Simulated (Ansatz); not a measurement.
**A geometry optimisation of CH10OSi4 with PBE-D3(BJ)/def2-SVP**

The starting geometry of this gas-phase singlet was optimised with GFN2-xTB; its bonds are those of `O=C[SiH2][SiH2][SiH2][SiH3]`.

```xyz
16

C    -0.8205   -1.2675    1.7389
O    -1.0605   -1.3597    0.5562
Si    0.4052    0.0355    2.4370
Si    1.3180    0.9220    0.5070
Si    0.0934    0.3633   -1.3988
Si    0.2458   -1.8286   -2.1056
H    -1.3339   -1.9635    2.4334
H     1.1929   -0.7452    3.4001
H    -0.4713    0.8605    3.2791
H     1.4975    2.3665    0.7400
H     2.7100    0.4379    0.4226
H     0.5634    1.2727   -2.4696
H    -1.2882    0.8208   -1.1894
H     1.0014   -2.6427   -1.1474
H     0.9734   -1.9367   -3.3765
H    -1.0447   -2.4761   -2.3203
```

**Question.** Where would you expect an optimisation with PBE-D3(BJ)/def2-SVP to take it?

**Answer.** It keeps its bonds, and is `O=C[SiH2][SiH2][SiH2][SiH3]`.

The energy falls by 0.32 eV over 28 steps:

```json
{"step": "1", "E − E(last) (eV)": "0.320"}
{"step": "4", "E − E(last) (eV)": "0.009"}
{"step": "7", "E − E(last) (eV)": "0.005"}
{"step": "10", "E − E(last) (eV)": "0.004"}
{"step": "13", "E − E(last) (eV)": "0.003"}
{"step": "16", "E − E(last) (eV)": "0.001"}
{"step": "19", "E − E(last) (eV)": "0.000"}
{"step": "22", "E − E(last) (eV)": "0.000"}
{"step": "25", "E − E(last) (eV)": "0.000"}
{"step": "28", "E − E(last) (eV)": "0.000"}
```

Final geometry (Å):

```xyz
16

C    -0.7734   -1.5005    1.8285
O    -1.0394   -1.7297    0.6595
Si    0.2514    0.0676    2.3823
Si    1.4525    0.8054    0.5024
Si    0.0755    0.4895   -1.3861
Si    0.2449   -1.7374   -2.1382
H    -1.1549   -2.2060    2.6341
H     1.0578   -0.2851    3.6060
H    -0.7856    1.0842    2.7940
H     1.8364    2.2490    0.7034
H     2.7156   -0.0079    0.3762
H     0.5338    1.4415   -2.4650
H    -1.3388    0.8622   -1.0288
H     1.0574   -2.5590   -1.1754
H     0.9578   -1.7527   -3.4674
H    -1.1094   -2.3619   -2.3189
```

No frequencies were run, so the end isn't proven a minimum. Run with Ansatz 0.2.0, 73 s on 2 threads of Arm Neoverse V2 (shared host).
